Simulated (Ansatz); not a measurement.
Relaxation of C₂H₅GaOS (10 atoms, charge 0, multiplicity 1), to a largest force component of 0.02 eV/Å in at most 50 steps.

The calculation used RKS PBE-D4/def2-SVP (Ansatz 0.2.0).

```xyz
10
Properties=species:S:1:pos:R:3:forces:R:3
O 0.172 0.794 0.997 -0.76 5.04 0.09
C 0.381 -0.408 1.058 2.06 -9.05 2.04
C 0.198 -1.338 -0.066 -0.47 2.12 -0.40
S -0.397 -0.556 -1.609 -0.38 0.42 -1.02
Ga -0.500 1.584 -0.808 -0.44 0.47 -1.21
H 0.430 0.955 1.939 -0.29 1.34 -0.23
H 1.149 -1.835 -0.278 0.63 -0.26 0.25
H -0.511 -2.120 0.220 -0.29 -0.42 0.51
H -1.873 2.158 -0.376 -0.49 0.09 0.13
H 0.650 2.567 -1.144 0.43 0.24 -0.15
```

Where does it end, and by what steps?

It converged. After 6 steps the energy has fallen by 1.124 eV; C2 moved furthest, 0.26 Å. The start is strongly strained (largest force component 9 eV/Å).

| step | energy less start (eV) | largest force component (eV/Å) | accepted |
| --- | --- | --- | --- |
| 0 | 0.0000 | 9.046 | yes |
| 1 | -0.8641 | 3.169 | yes |
| 2 | -1.0897 | 1.107 | yes |
| 3 | -1.1165 | 0.404 | yes |
| 4 | -1.1222 | 0.252 | yes |
| 5 | -1.1236 | 0.038 | yes |
| 6 | -1.1237 | 0.014 | yes |

```xyz
10
Properties=species:S:1:pos:R:3
O 0.205 0.684 1.054
C 0.459 -0.624 1.186
C 0.192 -1.319 -0.079
S -0.415 -0.503 -1.629
Ga -0.526 1.645 -0.857
H 0.386 1.150 1.898
H 1.144 -1.865 -0.290
H -0.503 -2.144 0.208
H -1.939 2.178 -0.383
H 0.696 2.599 -1.174
```

Run time: 9.6 s on 2 threads of Intel(R) Xeon(R) 6975P-C (Granite Rapids), on a shared host, peak memory 0.18 GiB.
